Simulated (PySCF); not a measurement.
Computed IR spectrum (relative IR intensity) of a molecule CH8Cl2Si3. Geometry: PBE-D3(BJ)/def2-SVP. One conformer was computed; it need not be the lowest. All values below come from PBE-D3(BJ)/def2-SVP run with PySCF. Frequencies are harmonic and unscaled.

Lines under 2 % of the strongest are left out, and lines within 2 cm⁻¹ are merged.

```tsv
ν (cm⁻¹)	relative intensity
166	4.6
196	4.2
372	6.7
472	3.3
484	20
492	12
525	29
559	13
577	33
697	37
735	74
748	100
829	75
890	71
897	58
899	23
910	29
915	22
1026	45
1319	5.8
2155	23
2163	38
2169	67
2174	60
2183	35
2192	45
```

Question: Pick the molecule that these values belong to.
(A) [SiH3]C[Si]([SiH3])(Cl)Cl
(B) [SiH3]C[SiH2][SiH](Cl)Cl
(C) [SiH3][Si@H](Cl)C[SiH2]Cl
(D) C[SiH2][SiH2][SiH](Cl)Cl

Answer: A, [SiH3]C[Si]([SiH3])(Cl)Cl
